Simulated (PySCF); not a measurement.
HSi, SMILES [SiH] (connectivity only; charge and spin as stated), charge +1, multiplicity 1.

Coordinates come from a PBE-D3(BJ)/def2-TZVPD optimisation.

Computed with TDDFT-ωB97X/def2-TZVPD run with PySCF.

Vertical excitations; the highest root listed may be one member of a degenerate set. Isolated molecule, no solvent. State labels are in the subgroup C2v.

```
state  symmetry  energy (eV)  λ (nm)      f                                   main pairs
-----  --------  -----------  ------  -----  -------------------------------------------
S1           B2         3.26     380  0.016                 HOMO→LUMO+1 (degenerate set)
S2           B1         3.26     380  0.016                   HOMO→LUMO (degenerate set)
S3           A1         9.88     126  0.843                             HOMO→LUMO+2 86 %
S4           B1        10.23     121  0.097    HOMO−1→LUMO, HOMO→LUMO+4 (degenerate set)
S5           B2        10.23     121  0.097  HOMO−1→LUMO+1, HOMO→LUMO+5 (degenerate set)
S6           A1        10.77     115  0.138                             HOMO→LUMO+3 85 %
S7           A2        11.25     110  0.000                 HOMO→LUMO+6 (degenerate set)
S8           A1        11.25     110  0.000                 HOMO→LUMO+7 (degenerate set)
S9           B2        11.71     106  0.745  HOMO→LUMO+5, HOMO−1→LUMO+1 (degenerate set)
S10          B1        11.71     106  0.745    HOMO→LUMO+4, HOMO−1→LUMO (degenerate set)
T1           B2         2.09     593      0                 HOMO→LUMO+1 (degenerate set)
T2           B1         2.09     593      0                   HOMO→LUMO (degenerate set)
T3           A1         7.37     168      0                             HOMO→LUMO+2 89 %
T4           B2         7.90     157      0                           HOMO−1→LUMO+1 91 %
```
Triplets are in the Tamm–Dancoff approximation, which puts them higher than full response would, so one can lie above its singlet here.
